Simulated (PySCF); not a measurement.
**CH5AsS: core ionisation energies**

Species: AsH2(SMe), CH₅AsS.
Z-matrix (Å and degrees, PBE0-D3(BJ)/def2-SVP geometry), rows numbered from 1:
```
As
H   1  1.5271
H   1  1.5250  2   91.74
S   1  2.2472  2   96.75  3    95.69
C   4  1.8164  1   99.48  2   127.80
H   5  1.0989  4  111.99  1   -62.53
H   5  1.0997  4  105.71  1   179.48
H   5  1.0989  4  111.91  1    61.40
```

Theory: delta-SCF UKS SCAN, pcX-2 on the ionised atom, pcseg-1 elsewhere, spin-free X2C in PySCF. These are vertical core ionisation energies against the vacuum level, from separate self-consistent calculations with and without the core hole.

What binding energy does each computed site have?

```csv
atom(s),bonded to,level,binding energy (eV),count
C5,S and 3 H,C 1s,291.30,1
S4,C and As,S 1s,2476.73,1
```

Which photon wavelength matches the S 1s of S4 threshold?

λ = hc/E = 12398.42 eV Å / 2476.73 eV = 5.006 Å.

Not every level is listed. No level of arsenic is listed. One conformer (not necessarily the lowest) at the PBE0-D3(BJ)/def2-SVP geometry, without solvent, vibrations or thermal averaging.
